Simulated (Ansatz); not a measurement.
The first iterations of a band of a periodic cell of 13 atoms, Al₁₂Pt (surface Al(111), adsorbate Pt).

Theory: Ansatz, DFT PBE, scalar-relativistic, plane waves, PAW. Settings: cutoff 420 eV, k mesh 3x3x1, fermi-dirac smearing 0.15 eV, no spin polarisation.

```json
{
 "movable images": "5",
 "climbing image": "yes",
 "spring": "1.0 eV/Å²",
 "optimiser": "quadratic models (default)",
 "start path": "straight line",
 "force threshold": "0.05 eV/Å",
 "iteration limit": "25",
 "end points": "relaxed",
 "atoms held": "1 to 4"
}
```

Image 0:

```xyz
13
Lattice="5.7276 0.0000 0.0000 2.8638 4.9602 0.0000 0.0000 0.0000 16.6765" Properties=species:S:1:pos:R:3
Al 1.432 0.827 1.000
Al 4.296 0.827 1.000
Al 2.864 3.307 1.000
Al 5.728 3.307 1.000
Al 0.010 1.660 3.356
Al 2.853 1.660 3.356
Al 1.432 4.122 3.356
Al 4.296 4.134 3.284
Al -0.106 0.061 5.646
Al 2.969 0.061 5.646
Al 1.432 2.480 5.712
Al 4.296 2.359 5.647
Pt 4.296 4.135 7.215
```

Image 6:

Only the atoms that move by more than 0.05 Å are listed.
```
Al7 1.432 4.134 3.284
Al8 4.296 4.122 3.356
Al9 0.105 0.061 5.646
Al10 2.758 0.061 5.646
Al11 1.432 2.359 5.647
Al12 4.296 2.480 5.712
Pt13 7.159 4.135 7.215
```

| iteration | highest image above the first end (eV) | largest band force component (eV/Å) |
| --- | --- | --- |
| 1 | 3.745 | 15.227 |
| 2 | 0.435 | 2.247 |
| 3 | 0.172 | 1.293 |

Problem. Does the band converge within its limit, and where does its top end?

Solution. The run converged. It ended after 9 iterations with the highest image 0.117 eV above the first end. The profile has 2 maxima (images 2, 5) with wells between them (image 3): this band takes more than one step, which may be the mechanism or a detour left from its start path. A structure lower than the last end lies on the path between it and the top, so the climb from that side starts below the end, which may itself be a saddle point or a shallow side well. By the program's own check the climbing image is a first-order saddle point (lowest curvatures found: -0.33 and 0.18 eV/Å²). Limits of this set-up: coarse k mesh, thin slab, slab without dipole correction.

Run time: 27 min on 1 thread of Arm Neoverse N1 (shared host), peak memory 0.91 GiB.
